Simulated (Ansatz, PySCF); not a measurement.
Gas-phase reaction in SMILES: C[C@H]1CO1 + 3 C (CH4) + O (H2O) → 2 CC (C2H6) + 2 CO (CH4O) [methanol]
Each molecule is optimised on its own at B3LYP-D3(BJ)/def2-TZVP (Ansatz, a quantum-chemistry and plane-wave program).

Wanted: bond separation energy (0 K, with B3LYP-D3(BJ) harmonic zero-point energies from PySCF), in kcal/mol. Cores are frozen in the correlated levels unless marked. Spin-orbit coupling is left out. Non-relativistic. Basis-set limits of correlation are two-point, X^-3; Hartree-Fock from the larger set. [CCSD(T)-MP2]/basis is that difference in the basis named.

```csv
level,program,bond separation energy (kcal/mol),minus last row
HF-D4/def2-TZVPD,PySCF + dftd4,-7.5,-6.0
SVWN5/def2-TZVPD,Ansatz,-4.5,-3.0
PBE-D4/def2-TZVPD,Ansatz + dftd4,0.1,1.6
BLYP-D3(BJ)/def2-TZVPD,Ansatz + dftd3,-0.2,1.3
B3LYP/def2-TZVPD,Ansatz,-1.7,-0.2
BHLYP-D3(BJ)/def2-TZVPD,Ansatz + dftd3,-5.7,-4.2
TPSSh-D3(BJ)/def2-TZVPD,PySCF + dftd3,-0.6,0.9
HSE06-D4/def2-TZVPD,Ansatz + dftd4,-2.5,-1.0
LC-wPBE-D4/def2-TZVPD,Ansatz + dftd4,-1.9,-0.4
wB97M-V/def2-TZVPD,Ansatz,-1.6,-0.1
B2GP-PLYP-D3(BJ)/def2-TZVPD,Ansatz + dftd3,-1.8,-0.3
B2PLYP-D4/def2-TZVPD,Ansatz + dftd4,-1.4,0.1
PBE-QIDH/def2-TZVPD,Ansatz,-2.5,-1.0
CCSD(T)/cc-pVDZ,PySCF,-3.4,-1.9
"RI-MP2/CBS(cc-pVTZ,cc-pVQZ)+[CCSD(T)-MP2]/cc-pVTZ",Ansatz,-1.5,0.0
```
